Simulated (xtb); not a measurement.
GeH₅Si, SMILES [SiH3][GeH2] (connectivity only; charge and spin as stated), charge +1, multiplicity 1. All values are semi-empirical tight-binding results from xtb (GFN2-xTB unless named), good for trends rather than for accurate numbers. Geometry optimised at GFN2-xTB. The multiplicity is an assumed one; other spin states were not compared. The isomer is the one that the SMILES or the coordinates give; other isomers of the formula were not compared.

For metal compounds this method's bond lengths and energies can be far off.

* **orbital gap**: 2.99 eV
* **zero-point energy**: 21.2 kcal/mol
* **G − E(el) at 298.15 K (modified RRHO)**: 3.0 kcal/mol
